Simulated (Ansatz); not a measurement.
Cost and result for the atomization energy of GaH$_{5}$S (`[SH2+][GaH3-]`) (7 atoms, 6 bonds).

Total charge 0; spin multiplicity 1. Correlated methods include outer-core shells of Ga, which these sets cover unevenly. Scalar relativity is left out up to krypton. The geometry is a stationary point of PBE0-D4/def2-TZVP. Program: Ansatz. All runs use 2 threads of a server CPU on a shared host. Times are those of one run each, without the atoms' runs, and a repeat can differ threefold. Electronic energies, without spin–orbit coupling; frozen cores. CCSD(T)/CBS adds CCSD(T) − MP2 in def2-TZVPP to the MP2 limit, and its time is that of the two runs behind it. T1 = 0.013. With those shells the extrapolation isn't a true limit. B3LYP takes the VWN-RPA correlation (the form of Gaussian; ORCA's B3LYP/G).

CCSD(T)/CBS is a level of theory with its own doubt, some kJ/mol a heavy atom from the limit and from the frozen cores, so smaller differences don't rank the functionals.

```csv
level,functions,wall time,atomization (kcal/mol),difference from CCSD(T)/CBS,per bond
BLYP-D4/def2-TZVPP,160,1.4 s,385.1,-10.5,-1.8
CCSD(T)/def2-SVP,75,1.6 s,371.0,-24.6,-4.1
PBE-D4/def2-TZVPP (with forces),160,1.9 s,386.8,-8.8,-1.5
PBE0-D4/def2-TZVPP,160,2 s,385.8,-9.8,-1.6
BHLYP-D4/def2-TZVPP,160,2.1 s,385.8,-9.8,-1.6
B3LYP-D4/def2-TZVPP (with forces),160,3.1 s,390.4,-5.2,-0.9
r2SCAN-D4/def2-TZVPP (with forces),160,3.4 s,394.5,-1.1,-0.2
B2PLYP/def2-TZVPP,160,3.8 s,385.7,-9.9,-1.6
PBE-QIDH/def2-TZVPP,160,3.8 s,387.0,-8.6,-1.4
ωB97X-V/def2-TZVPP,160,6 s,396.3,0.7,0.1
MP2/def2-QZVPP,309,12 s,384.8,-10.8,-1.8
CCSD(T)/def2-TZVPP,160,17 s,389.1,-6.5,-1.1
CCSD(T)/CBS(def2),–,29 s,395.6,0.0,0.0
```

From r2SCAN to r2SCAN0 (25 % exact exchange), in def2-TZVPP and without D4, the atomization energy moves by −3.5 kcal/mol: exact exchange takes away binding that semilocal exchange gives to molecules. At CCSD(T), def2-SVP lies −24.6 kcal/mol from the extrapolated value and def2-TZVPP −6.5 kcal/mol: correlation converges slowly with the basis, and small sets miss more of it in the bonded molecule than in its fragments. In def2-TZVPP, CCSD(T) changes the Hartree–Fock value by +103.5 kcal/mol (the triples alone add +3.6 kcal/mol) and MP2 by +95.5 kcal/mol; breaking electron pairs costs correlation energy, which Hartree–Fock lacks.
